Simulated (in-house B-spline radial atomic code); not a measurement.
**Binding energies in Er7+**

NIST's tabulated ground configuration is [Kr] 4d10 4f10 5s2 5p3; each binding energy is the energy of the ion with one electron taken from that subshell, relaxed, less that of the parent. All numbers are computed (Dirac-Hartree-Fock, average of configuration; Fermi nucleus of rms radius 5.2516 fm) with a B-spline radial code for spherical atoms, not measured. Energies include first-order Breit, QED and recoil terms.

```
subshell  X-ray name  binding energy (eV)  -ε (eV)  relaxation (eV)
      1s           K              57602.2  57944.1             78.3
      2s          L1               9877.5   9953.2             44.4
      3s          M1               2343.6   2372.6             22.8
   3d3/2          M4               1572.2   1599.1             24.8
   3d5/2          M5                 1531   1556.7             24.3
      4s          N1                575.3    584.3              7.7
   4d3/2          N4                300.3    306.8              6.3
   4d5/2          N5                292.4    298.5              6.0
      5s          O1                156.8    157.8              0.7
      5p        O2,3                126.3    126.9              0.5
      4f        N6,7                119.3    123.8              4.6
```

Relaxation = -ε minus the binding energy without Breit, QED and recoil terms.

Task: What does it cost to remove both a 4d3/2 and a 5s electron?

Result: 478.73 eV, which is 21.6 eV more than the two single binding energies together.

Task: What does it cost to remove both a 4d5/2 and a 5s electron?

Result: 470.78 eV, which is 21.58 eV more than the two single binding energies together.
